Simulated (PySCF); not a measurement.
WO2F, SMILES [F][W](=[O])=[O] (connectivity only; charge and spin as stated), neutral, multiplicity 2.

Coordinates come from a r2SCAN-D4/def2-TZVP optimisation. The multiplicity is an assumed one; other spin states were not compared. The isomer is the one that the SMILES or the coordinates give; other isomers of the formula were not compared. The def2 effective core potentials stand for the cores of W; spin–orbit coupling is left out.

Two levels are set side by side: PBE/def2-TZVPD (PySCF) and B3LYP/def2-TZVPD (PySCF). Same geometry, gas phase. Differences are taken from unrounded values.

```csv
quantity,B3LYP
α-spin orbital gap (eV),4.20
β-spin orbital gap (eV),4.80
dipole moment (D),2.37
mean polarisability (bohr³),44.2
```

What does PBE give, and how far is it from B3LYP? (Estimate from the structure and the level; the computed values follow.)


| quantity | PBE | PBE minus B3LYP |
|---|---|---|
| α-spin orbital gap (eV) | 2.45 | -1.74 |
| β-spin orbital gap (eV) | 3.03 | -1.77 |
| dipole moment (D) | 2.14 | -0.23 |
| mean polarisability (bohr³) | 46.2 | 2.0 |

Loosely held outer electrons make PBE densities more polarisable. Differences between two approximate levels are no errors against the true value.

Rough cost on one machine, each run with all the roots and properties that it gave: B3LYP against PBE within a factor of 2.
